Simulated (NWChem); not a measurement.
System: C2H5ClGe; SMILES C=[CH][GeH2][Cl]

```xyz
9

Ge    -0.7425    -0.0216     0.0000
Cl     0.8001    -1.5504     0.0000
C      0.1481     1.6944     0.0000
C      1.4755     1.8328     0.0000
H     -1.5915    -0.2424     1.2622
H     -1.5915    -0.2424    -1.2622
H     -0.4911     2.5870     0.0000
H      1.9511     2.8198     0.0000
H      2.1404     0.9620     0.0000
```
Atoms are numbered in this order, from 1.

Computed with NWChem. All runs use the structure optimised with PBE0/def2-SVP.

For level PBE0/aug-pcseg-1:

```
Quantity    Result
----------  ------
dipole (D)    2.29
```

### Question
Estimate the same quantities for level PBE0/pcseg-1.

### Answer
The dipole (D) comes out as 2.42.
